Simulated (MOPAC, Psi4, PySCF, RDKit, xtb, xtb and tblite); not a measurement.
Two geometries of SMILES [CH2](C)[GeH3], relaxed at GFN2-xTB with one dihedral held; other torsions can differ between them too.

Structure A

```
11

C     -1.3126     0.0949     0.2964
C     -0.4337    -0.1000    -0.9422
Ge     0.3361     1.5894    -1.6143
H     -2.3660     0.1009     0.0263
H     -1.0802     1.0252     0.8119
H     -1.1697    -0.7216     1.0029
H      0.4053    -0.7565    -0.6998
H     -0.9931    -0.6014    -1.7319
H      1.2020     1.3752    -2.8161
H      1.1747     2.2338    -0.5564
H     -0.7174     2.5831    -1.9899
```

Structure B

```
11

C     -1.3195     0.0891     0.2998
C     -0.4675    -0.1236    -0.9578
Ge    -1.5337    -0.1423    -2.6194
H     -2.3840     0.0188     0.0765
H     -1.1488     1.0796     0.7166
H     -1.0837    -0.6425     1.0682
H      0.3069     0.6405    -1.0284
H      0.0580    -1.0788    -0.8960
H     -0.6851    -0.3475    -3.8352
H     -2.2928     1.1335    -2.8063
H     -2.5489    -1.2404    -2.5802
```

Task: Which is lower in energy at the level Psi4 1.11 with DF-MP2 (frozen core)/cc-pVTZ // GFN2-xTB, and by how much?

Result: A is lower, by 0.61 kcal/mol (dihedral H4–C1–C2–Ge3: 100° in A, 10° in B).

E(B) − E(A) in kcal/mol at the other levels, on the same two geometries: GFN2-xTB (xtb and tblite) 0.51; PBE0/def2-TZVP // GFN2-xTB (Psi4) 0.55; PBE0-D3(BJ)/def2-TZVP // GFN2-xTB (Psi4) 0.55; PBE/def2-TZVP // GFN2-xTB (Psi4) 0.53; PBE-D3(BJ)/def2-TZVP // GFN2-xTB (Psi4) 0.53; HF/cc-pVTZ // GFN2-xTB (Psi4) 0.61; UFF // GFN2-xTB (RDKit) 0.71; PM3, restricted, heats of formation // GFN2-xTB (MOPAC) 0.27; PM7, restricted, heats of formation // GFN2-xTB (MOPAC) 0.27; GFN1-xTB // GFN2-xTB (xtb) 0.43; restricted B3LYP/6-31G*, spherical d // GFN2-xTB (PySCF) 0.56; restricted Hartree-Fock/6-31G*, spherical d // GFN2-xTB (PySCF) 0.61.
